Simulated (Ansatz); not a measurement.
Consider the redistribution: `[SiH3][O][Zn][Cl]` + `[OH][GaH][F]` → `[SiH3][O][ZnH]` + `[OH][Ga]([F])[Cl]`.

Computed with Ansatz on PBE0-D4/def2-TZVP structures; ΔE is electronic, products minus reactants. CBS: MP2 limit from def2 TZ/QZ plus the TZ coupled-cluster correction, frozen cores. DFT in def2-TZVPP. HSE06 is defined as in plane-wave codes. For Ga, Zn outer-core shells are correlated without core-valence functions, which leaves a few kJ/mol of doubt a bond. Scalar relativity is left out up to krypton. One conformer a species, not always the lowest.

`[SiH3][O][Zn][Cl]`:

Cartesian coordinates in Å:
```
Si -0.222 0.786 0.899
O 0.587 0.086 -0.326
Zn 0.528 -1.206 -1.510
Cl 0.539 -2.710 -2.943
H -0.464 -0.179 2.010
H -1.547 1.300 0.449
H 0.579 1.923 1.421
```

`[OH][GaH][F]`:

```xyz
5

O    -0.726   -0.924   -0.571
Ga    0.174    0.410    0.171
F    -0.671    1.925   -0.026
H    -0.303   -1.781   -0.490
H     1.526    0.370    0.917
```

`[SiH3][O][ZnH]`:

```xyz
7

Si    0.541   -1.001    0.166
O    -0.281    0.372    0.397
Zn   -1.023    1.858   -0.195
H    -0.058   -1.823   -0.926
H     0.533   -1.814    1.414
H     1.961   -0.731   -0.203
H    -1.674    3.140   -0.652
```

`[OH][Ga]([F])[Cl]`:

Cartesian coordinates in Å:
```
O 0.260 1.217 0.629
Ga 0.039 -0.435 0.063
F 0.549 -1.713 1.116
Cl -0.805 -0.946 -1.808
H -0.043 1.877 -0.001
```

| level | ΔE (kJ/mol) | difference from CCSD(T)/CBS |
| --- | --- | --- |
| LDA (SPW92) | 4.0 | -14.8 |
| r2SCANh-D4 | 6.3 | -12.5 |
| r2SCAN0-D4 | 8.2 | -10.6 |
| HSE06-D4 | 7.6 | -11.2 |
| BHLYP-D4 | 10.6 | -8.2 |
| PBE | 5.4 | -13.4 |
| PBE0 | 8.8 | -10.0 |
| LC-ωPBE | 11.2 | -7.6 |
| HF/def2-TZVPP | 18.5 | -0.3 |
| CCSD/def2-TZVPP | 8.4 | -10.4 |
| CCSD(T)/CBS | 18.8 | 0 |

Largest T1 diagnostic among the species: 0.016.

At CCSD(T), def2-SVP lies −21.1 kJ/mol from the extrapolated value and def2-TZVPP −12.6 kJ/mol. In def2-TZVPP, CCSD(T) changes the Hartree–Fock value by −12.3 kJ/mol (the triples alone add −2.2 kJ/mol) and MP2 by −13.3 kJ/mol. From PBE to PBE0 (25 % exact exchange), in def2-TZVPP and without D4, ΔE moves by +3.5 kJ/mol.
